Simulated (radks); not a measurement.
Problem. Valence configurations of S III (all share [Ne]). All-electron calculation, Dirac Kohn-Sham, PBE, spin-unpolarised, spherical densities, point nucleus; open shells are shared between the two j in proportion to 2j + 1. Program: a radial shooting solver on a logarithmic mesh with Libxc functionals. Order these by energy: 3p4; 3s2 3p2; 3s1 3p3; 3s1.5 3p2.5.

Solution. From the lowest, in eV above it: 3s2 3p2 0.000; 3s1.5 3p2.5 5.715; 3s1 3p3 11.446; 3p4 22.948. NIST lists [Ne] 3s2 3p2 as the ground configuration; this level of theory agrees among the configurations tried. The energies are those of spherical spin-averaged densities, not of single terms.
